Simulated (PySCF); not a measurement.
# Electron correlation in Fe(3+) (iron, charge +3)

Starting occupation: [Ar] 3d4 4p1, 3d5/2 with m_j = -1/2, +1/2, +3/2, +5/2, 4p3/2 with m_j = +3/2. Computed with PySCF 2.14 in x2c-TZVPall-2c with one added diffuse shell each of s, p, d type (7s8p5d1f, 63 functions), with X2C-1e with screened-nucleus spin-orbit coupling, Gaussian nucleus. Frozen: [Ne]; 13 electrons correlated.

MP2 pair energies summed by pair of shells (mhartree):

```
 pair   energy  share (%)
3d-3p  -108.54       38.2
3p-3p   -83.46       29.3
3d-3d   -27.37        9.6
3p-3s   -24.24        8.5
3d-3s   -15.89        5.6
3p-4p   -12.58        4.4
3d-4p    -7.67        2.7
3s-3s    -3.82        1.3
3s-4p    -0.81        0.3
```

Total MP2 correlation energy: -284.37 mhartree.

The GHF reference relaxed away from the jj start to a determinant that is no pure jj level (⟨S²⟩ = 8.75, ⟨J²⟩ = 35.75); the energies belong to that determinant.

This basis was not built for core-valence correlation, so the inner-shell part is incomplete.
